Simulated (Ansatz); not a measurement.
`NC([SiH3])[SiH2]Cl` + H₂O → `NC([SiH3])[SiH2]O` + HCl  (formal hydrolysis of the Si–Cl bond)

Gas-phase electronic energies from Ansatz, PBE0-D4/def2-TZVP geometries. CCSD(T)/CBS is the MP2 limit (def2-TZVPP, def2-QZVPP) plus CCSD(T) − MP2 in def2-TZVPP, frozen cores. This one scheme is used for every species. Functionals use def2-TZVPP. One conformer a species, not always the lowest.

`NC([SiH3])[SiH2]Cl`:

Z-matrix (Å, degrees):
```
C
Si 1 1.893
Si 1 1.869 2 114.6
N 1 1.469 2 113.4 3 126.2
H 1 1.101 2 107.4 3 -113.7
H 2 1.486 1 109.7 3 -64.4
H 2 1.489 1 112.5 3 57.7
H 2 1.490 1 107.8 3 177.9
Cl 3 2.064 1 108.4 2 68.6
H 3 1.483 1 110.7 2 -49.4
H 3 1.481 1 111.8 2 -173.5
H 4 1.013 1 110.6 2 -67.9
H 4 1.013 1 111.4 2 51.1
```

H₂O:

```xyz
3

O    -0.083    0.269   -0.269
H     0.571   -0.431   -0.325
H    -0.488    0.163    0.594
```

`NC([SiH3])[SiH2]O`:

Z-matrix (Å, degrees):
```
C
Si 1 1.881
Si 1 1.873 2 113.8
N 1 1.474 2 109.4 3 -127.4
H 1 1.099 2 104.7 3 116.7
H 2 1.489 1 109.0 3 73.2
H 2 1.485 1 111.2 3 -167.0
H 2 1.489 1 110.0 3 -45.7
O 3 1.654 1 104.8 2 -173.8
H 3 1.491 1 112.3 2 65.5
H 3 1.493 1 110.4 2 -55.6
H 4 1.014 1 110.2 2 175.5
H 4 1.014 1 110.6 2 57.9
H 9 0.957 3 118.2 1 166.4
```

HCl:

```xyz
2

Cl    0.176    0.401    0.466
H    -0.176   -0.401   -0.466
```

```json
{"level": "r2SCAN-D4", "ΔE (kJ/mol)": "9.5"}
{"level": "B2PLYP", "ΔE (kJ/mol)": "5.5"}
{"level": "MP2/def2-TZVPP", "ΔE (kJ/mol)": "10.9"}
{"level": "HF/def2-QZVPP", "ΔE (kJ/mol)": "1.0"}
{"level": "MP2/def2-QZVPP", "ΔE (kJ/mol)": "14.0"}
{"level": "HF/CBS(def2)", "ΔE (kJ/mol)": "0.9"}
{"level": "MP2/CBS(def2)", "ΔE (kJ/mol)": "16.5"}
{"level": "CCSD/CBS(def2)", "ΔE (kJ/mol)": "10.3"}
```

Problem. What does CCSD(T)/CBS give? (An estimate is asked.)

Solution. The calculation gave: +11.9 kJ/mol. The listed levels differ from it by -2.4, -6.4, -1.0, -10.9, 2.1, -11.0, 4.6, -1.6 kJ/mol.

Largest T1 diagnostic among the species: 0.011.

The D4 term adds +5.0 kJ/mol with B3LYP and +2.8 kJ/mol with PBE0; it sums over pairs of atoms, weighted by their polarisabilities, and B3LYP, whose exchange is more repulsive, gets the larger term. In def2-TZVPP, CCSD(T) changes the Hartree–Fock value by +5.0 kJ/mol (the triples alone add +1.6 kJ/mol) and MP2 by +9.6 kJ/mol.

B3LYP here is the variant with VWN-RPA as its local correlation; programs differ in this.
